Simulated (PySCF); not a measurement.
cyclohexanone (C6H10O), SMILES C1C(=O)CCCC1. Atoms are numbered in the order given.

```xyz
17

O      2.2961    -0.3425     0.0000
C      1.1570     0.0638     0.0000
C      0.3892     0.3443    -1.2825
C     -1.0124    -0.2840    -1.2611
C     -1.7850     0.1114     0.0000
C     -1.0124    -0.2840     1.2611
C      0.3892     0.3443     1.2825
H      0.2939     1.4425    -1.3690
H      0.9945    -0.0081    -2.1301
H     -1.5667     0.0107    -2.1666
H     -0.9155    -1.3836    -1.2965
H     -2.7802    -0.3620     0.0000
H     -1.9555     1.2037     0.0000
H     -1.5667     0.0107     2.1666
H     -0.9155    -1.3836     1.2965
H      0.9945    -0.0081     2.1301
H      0.2939     1.4425     1.3690
```

Coordinates come from a ωB97X-D3(BJ)/def2-SVP optimisation. Other conformers were not sampled.

These are TDA-ωB97X/def2-SVPD run with PySCF values and carry that method's errors.

Vertical excitations.  State labels are in the subgroup Cs.

```csv
state,symmetry,energy (eV),λ (nm),f,main pairs
S1,A",4.40,282,0.000,"HOMO→LUMO 81 %, HOMO→LUMO+1 12 %"
S2,A",7.61,163,0.025,"HOMO→LUMO+1 38 %, HOMO→LUMO+2 29 %, HOMO→LUMO+4 13 %, HOMO→LUMO+5 7 %"
S3,A",8.15,152,0.008,HOMO−2→LUMO 78 %
S4,A',8.33,149,0.040,"HOMO−1→LUMO 43 %, HOMO−3→LUMO 35 %"
S5,A",8.37,148,0.000,"HOMO→LUMO+2 53 %, HOMO→LUMO+1 18 %, HOMO→LUMO+4 13 %"
S6,A',8.61,144,0.115,"HOMO→LUMO+3 44 %, HOMO−3→LUMO 20 %, HOMO→LUMO+6 11 %, HOMO−1→LUMO 8 %"
T1,A",3.84,323,0,"HOMO→LUMO 80 %, HOMO→LUMO+1 13 %"
T2,A',6.08,204,0,"HOMO−5→LUMO 38 %, HOMO−1→LUMO 30 %, HOMO−5→LUMO+1 7 %"
```
Triplets are in the Tamm–Dancoff approximation.
